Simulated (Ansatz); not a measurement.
Q: Name a neutral molecule of Cl, F, Si, Sn with HOMO energy (PBE/def2-TZVPP) between -7.75 and -7.45 eV and HOMO–LUMO gap (PBE/def2-TZVPP) between 4.35 and 4.65 eV (Ansatz, PBE0-D4/def2-TZVP geometry).

A: `F[Si](F)(F)[Sn]([Cl])([Si](F)(F)F)[Si](F)(F)F` (-7.67 eV, 4.48 eV). Other molecules can fit too; these were computed, each in one conformer that needn't be the lowest.
